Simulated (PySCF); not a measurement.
**Electron correlation in Ar (argon, neutral)**

[Ar], closed-shell 1S. Computed with PySCF 2.14 in x2c-TZVPall, with scalar relativity by spin-free X2C-1e. Frozen: [Ne]; 8 electrons correlated.

MP2 pair energies summed by pair of shells (mhartree):

| pair | energy | share (%) |
| --- | --- | --- |
| 3p-3p | -150.11 | 73.9 |
| 3s-3p | -44.68 | 22.0 |
| 3s-3s | -8.42 | 4.1 |

Total MP2 correlation energy: -203.21 mhartree.

Same-spin part -51.65 and opposite-spin part -151.56 mhartree; SCS-MP2 scales them by 1/3 and 6/5 to -199.09 mhartree.

```json
{"level": "CCSD", "correlation energy (mhartree)": "-222.17"}
{"level": "(T)", "correlation energy (mhartree)": "-6.72"}
{"level": "CCSD(T)", "correlation energy (mhartree)": "-228.89"}
```

Diagnostics: T1 = 0.0020, D1 = 0.0030, largest double amplitude 0.051.

Cost of the coupled-cluster step: 0.13 s of wall time on 1 thread of Neoverse-V2 (shared host), for 8 correlated electrons.
